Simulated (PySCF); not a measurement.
B(H)(Cl)(OEt) (C2H6BClO), SMILES O(BCl)CC.

Geometry: PBE0-D3(BJ)/def2-SVP. This is a generated structure with no PubChem entry under its InChIKey; it may be hypothetical. One conformer was computed; it need not be the lowest.

Two levels are set side by side: TDDFT-PBE/def2-SVPD (PySCF) and TDDFT-CAM-B3LYP/def2-SVPD (PySCF). Vertical, same geometry. The lowest singlet is HOMO→LUMO 99 % with PBE and HOMO→LUMO 92 % with the other functional; states are paired by order. Differences are taken from unrounded values.

```json
[
 {"quantity": "lowest singlet excitation (eV)", "TDDFT-CAM-B3LYP": "6.86"},
 {"quantity": "lowest triplet excitation (TDA) (eV)", "TDDFT-CAM-B3LYP": "6.47"},
 {"quantity": "first bright state (f over 0.05) (eV)", "TDDFT-CAM-B3LYP": "7.71"},
 {"quantity": "its oscillator strength", "TDDFT-CAM-B3LYP": "0.21"}
]
```

### Question
What does TDDFT-PBE give, and how far is it from TDDFT-CAM-B3LYP? (Estimate from the structure and the level; the computed values follow.)

### Answer

```json
[
 {"quantity": "lowest singlet excitation (eV)", "TDDFT-PBE": "6.12", "TDDFT-PBE minus TDDFT-CAM-B3LYP": "-0.74"},
 {"quantity": "lowest triplet excitation (TDA) (eV)", "TDDFT-PBE": "5.80", "TDDFT-PBE minus TDDFT-CAM-B3LYP": "-0.66"},
 {"quantity": "first bright state (f over 0.05) (eV)", "TDDFT-PBE": "6.89", "TDDFT-PBE minus TDDFT-CAM-B3LYP": "-0.82"},
 {"quantity": "its oscillator strength", "TDDFT-PBE": "0.19", "TDDFT-PBE minus TDDFT-CAM-B3LYP": "-0.03"}
]
```

A lower first singlet is the usual sign of a functional without exact exchange. Differences between two approximate levels are no errors against the true value.

Rough cost on one machine, each run with all the roots and properties that it gave: TDDFT-CAM-B3LYP against TDDFT-PBE about 5 times.
